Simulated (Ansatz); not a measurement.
The cluster IrPt3⁻. The state is a triplet with charge -1. Geometry PBE-D4/def2-SVPD; atoms count from 1.

```xyz
4

Ir    0.2256   -0.1094    0.3435
Pt   -1.8569    0.8315   -0.4945
Pt    1.4862   -0.6770    2.2380
Pt    0.1451   -0.0452   -2.0869
```

In the def2 sets Ir, Pt take a core potential; there is no spin–orbit coupling. The charge -1 triplet is spin-contaminated (final ⟨S²⟩ up to 3.05, 2.00 for a pure state). The geometry of the triplet was relaxed on an unsound state (⟨S²⟩ 3.02, where a pure state has 2.00). At PBE0-D4/def2-TZVPD a quintet of charge -1 lies 0.22 eV below the triplet, each at its own geometry. The structure comes from a short search, and lower isomers may exist.

Estimate the Mulliken populations from the PBE0/def2-TZVPD orbitals of Ansatz.


```json
{"atom": "Ir1", "charge (e)": "0.02", "spin (α − β)": "1.75", "d electrons": "7.41"}
{"atom": "Pt2", "charge (e)": "-0.31", "spin (α − β)": "-0.15", "d electrons": "9.05"}
{"atom": "Pt3", "charge (e)": "-0.40", "spin (α − β)": "0.54", "d electrons": "8.96"}
{"atom": "Pt4", "charge (e)": "-0.31", "spin (α − β)": "-0.15", "d electrons": "9.05"}
```
Mulliken values and Mayer orders depend strongly on the basis. With diffuse functions, as here, like atoms can get unlike values, and bond orders can come out too low or too high.

Where does the spin sit?

Summed by element: Ir 1.75, Pt 0.25, of 2 unpaired in all. Largest on single atoms: Ir1 1.75, Pt3 0.54, Pt2 -0.15.

And the Mayer bond orders between bonded heavy atoms (over 0.3)?

Ir1–Pt2 1.16 (2.43 Å); Ir1–Pt3 1.64 (2.35 Å); Ir1–Pt4 1.16 (2.43 Å); Pt2–Pt4 0.68 (2.70 Å). Values over 0.3 also appear between atoms too far apart for a bond (Pt2–Pt3 0.30 at 4.57 Å; Pt3–Pt4 0.30 at 4.57 Å); they arise where an orbital or an unpaired electron spreads over both atoms.
